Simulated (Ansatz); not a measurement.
What each rung costs, and what it gives

Saddle point of TiH3Cl3O, closed shell (TiHCl₃O ([OH][Ti]([Cl])([Cl])[Cl]) + H₂ → TiHCl₃ ([Cl][TiH]([Cl])[Cl]) + H₂O (still joined by a long Ti–O bond); bonds formed: Ti1–H7, O2–H6; bonds broken: H6–H7; bonds weakened to dative contacts: Ti1–O2), PBE0-D4/def2-TZVP structure:

```
8
angstrom
Ti -0.2604 0.2046 -0.4909
O 0.0982 -0.1044 1.4524
Cl 0.5509 -0.2237 -2.4838
Cl -1.9159 -1.2454 -0.4433
Cl -0.9294 2.2565 -0.5371
H 1.1286 -0.0883 0.7850
H 1.5458 0.1363 -0.1045
H -0.2177 -0.9357 1.8222
```

Barriers are electronic and count from the start structure reached by relaxing down the imaginary mode.

Ansatz 0.2.0; basis: as named in each row; cores frozen in the correlated methods. B3LYP uses VWN-RPA correlation. Extrapolation: Hartree–Fock as exp(−7.88 √X), correlation as X^−2.97.

Times are rough, for one single point on 8 threads of a shared host (Arm Neoverse V2).

The estimate by CCSD(T) at an estimated basis limit (MP2 extrapolated from triple and quadruple zeta, plus CCSD(T) − MP2 in triple zeta) is 1.633 eV.

| method | basis | time (s) | barrier (eV) | method less estimate |
| --- | --- | --- | --- | --- |
| HF | STO-3G | under 1 | 2.849 | 1.217 |
| PBE-D4 | STO-3G | under 1 | 1.955 | 0.322 |
| SPW92 | def2-SVP | under 1 | 0.998 | -0.634 |
| B3LYP-D4 | 6-31G | under 1 | 2.013 | 0.380 |
| PBE-D4 | def2-SVP | under 1 | 1.424 | -0.209 |
| PBE0-D4 | def2-SVP | 1 | 1.543 | -0.090 |
| SPW92 | def2-TZVPP | 1 | 1.025 | -0.607 |
| PBE-D4 | def2-TZVPP | 2 | 1.465 | -0.168 |
| BLYP-D4 | def2-TZVPP | 2 | 1.690 | 0.057 |
| B3LYP-D4 | def2-TZVPP | 3 | 1.734 | 0.101 |
| BHLYP-D4 | def2-TZVPP | 3 | 1.856 | 0.224 |
| PBE0-D4 | def2-TZVPP | 3 | 1.560 | -0.072 |
| CAM-B3LYP-D4 | def2-TZVPP | 3 | 1.715 | 0.082 |
| r2SCAN-D4 | def2-TZVPP | 4 | 1.533 | -0.100 |
| RPA on PBE | def2-TZVPP | 4 | 1.678 | 0.046 |
| wB97M-V | def2-SVP | 4 | 1.595 | -0.037 |
| r2SCAN0-D4 | def2-TZVPP | 4 | 1.603 | -0.029 |
| B2PLYP | def2-TZVPP | 4 | 1.703 | 0.070 |
| PBE-QIDH | def2-TZVPP | 5 | 1.618 | -0.015 |
| CCSD(T) | def2-SVP | 5 | 1.779 | 0.146 |
| wB97X-V | def2-TZVPP | 6 | 1.711 | 0.079 |
| B97M-V | def2-TZVPP | 7 | 1.595 | -0.038 |
| wB97M-V | def2-TZVPP | 8 | 1.673 | 0.041 |
| MP2 | def2-QZVPP | 12 | 1.651 | 0.018 |
| CCSD(T) | def2-TZVPP | 180 | 1.702 | 0.070 |

All methods are single points on the PBE0-D4 structures.

T1 diagnostic: at most 0.026. The T1 diagnostic is large here, which may signal multireference character or strong orbital relaxation, so CCSD(T) is less sure. The restricted Hartree–Fock reference is unstable towards an unrestricted one at one or more of these structures.

Labels in which every atom is bracketed show which atoms are joined, not bond orders.
